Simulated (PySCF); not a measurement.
Geometry:
```json
{"atom": "C1", "x (Å)": "3.292", "y (Å)": "0.744", "z (Å)": "0.351"}
{"atom": "C2", "x (Å)": "2.197", "y (Å)": "0.419", "z (Å)": "-0.071"}
{"atom": "Si3", "x (Å)": "0.525", "y (Å)": "-0.061", "z (Å)": "-0.656"}
{"atom": "C4", "x (Å)": "-0.964", "y (Å)": "1.015", "z (Å)": "-0.207"}
{"atom": "C5", "x (Å)": "-1.706", "y (Å)": "-0.312", "z (Å)": "0.112"}
{"atom": "C6", "x (Å)": "-0.508", "y (Å)": "-1.265", "z (Å)": "0.374"}
{"atom": "H7", "x (Å)": "4.261", "y (Å)": "1.029", "z (Å)": "0.721"}
{"atom": "H8", "x (Å)": "0.616", "y (Å)": "-0.410", "z (Å)": "-2.105"}
{"atom": "H9", "x (Å)": "-0.758", "y (Å)": "1.589", "z (Å)": "0.711"}
{"atom": "H10", "x (Å)": "-1.437", "y (Å)": "1.684", "z (Å)": "-0.939"}
{"atom": "H11", "x (Å)": "-2.432", "y (Å)": "-0.247", "z (Å)": "0.939"}
{"atom": "H12", "x (Å)": "-2.265", "y (Å)": "-0.650", "z (Å)": "-0.776"}
{"atom": "H13", "x (Å)": "-0.637", "y (Å)": "-2.317", "z (Å)": "0.084"}
{"atom": "H14", "x (Å)": "-0.192", "y (Å)": "-1.228", "z (Å)": "1.429"}
```

Geometry: PBE0-D3(BJ)/def2-SVP; GIAO shifts from PySCF 2.14.0 with density-fitted response routines, gas phase, non-relativistic, averaged over equivalent atoms.

At PBE0/def2-SVP (128 basis functions, 9.9 s wall time on 1 thread of an Arm Neoverse V2, shared host):
| atoms | δ (ppm) |
| --- | --- |
| C1 | 97.1 |
| C2 | 81.8 |
| C5 | 20.1 |
| C4/C6 | 12.8 |
| Si3 | -39.7 |
| H8 | 4.92 |
| H7 | 2.30 |
| H11 | 2.02 |
| H12 | 1.70 |
| H9/H14 | 1.20 |
| H10/H13 | 0.97 |

δ = σ(ref) − σ, references computed at the same level: $^{13}$C (193.72 ppm) and $^{29}$Si (407.17 ppm) and $^{1}$H (31.34 ppm) against TMS.

Task: Predict the values at PBE0/IGLO-III on the same geometry.

Result: 
```
  atoms  δ at PBE0/IGLO-III  change
     C1               105.1    +8.0
     C2                90.8    +9.0
     C5                22.3    +2.2
  C4/C6                16.3    +3.5
    Si3               -34.4    +5.3
     H8                5.25   +0.33
     H7                2.45   +0.15
    H11                2.24   +0.22
    H12                2.06   +0.36
 H9/H14                1.40   +0.20
H10/H13                1.19   +0.22
```

δ = σ(ref) − σ, references computed at the same level: $^{13}$C (183.78 ppm), $^{29}$Si (345.34 ppm), $^{1}$H (31.37 ppm) against TMS.

The largest change is at C2 (alkyne carbon). Cost: 299 basis functions, 38 s wall time on 1 thread of an Arm Neoverse V2, shared host. The order of the carbon signals is the same at both levels.
